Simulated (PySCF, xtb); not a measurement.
BH5N, SMILES B[NH3+], charge +1.

GFN2-xTB run with xtb 6.7.1 at its own geometry gives an orbital gap of 4.03 eV.

The structure is a stationary point at PBE0-D3(BJ)/def2-TZVP. The isomer is the one that the SMILES or the coordinates give; other isomers of the formula were not compared.

### Question
What does ωB97X/def2-TZVPD run with PySCF give? (The exact figures need the calculation; the answer reports its results.)

### Answer
gap 13.47 eV (levels -18.79 and -5.32 eV).
